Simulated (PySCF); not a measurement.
B(F)(SeH)2 (BFH2Se2), SMILES [SeH]B([SeH])F. Coordinates come from a B3LYP-D3(BJ)/def2-SVP optimisation. This is a generated structure with no PubChem entry under its InChIKey; it may be hypothetical. The values are those of a single conformer.

Computed with B3LYP-D3(BJ)/def2-SVP in PySCF.

Harmonic wavenumbers (cm⁻¹): 145, 240, 273, 326, 377, 461, 675, 745, 908, 1297, 2409, 2418. Rotational constants (GHz): 5.273, 1.071, 0.8901; symmetry number 1.

Problem. Work out the zero-point energy and the ideal-gas rigid-rotor harmonic-oscillator thermochemistry at 298.15 K and 1 atm.

Solution. ZPE = ½ Σ hcν = ½ × 10272 cm⁻¹ = 61.44 kJ/mol. H − E(el) = 78.88 kJ/mol. Entropy in J/(mol K): translation 174.17, rotation 119.45, vibration 41.73, total 335.35. G − E(el) = -21.10 kJ/mol. Cp = 84.13 J/(mol K). Modes under 150 cm⁻¹ make the vibrational entropy uncertain.
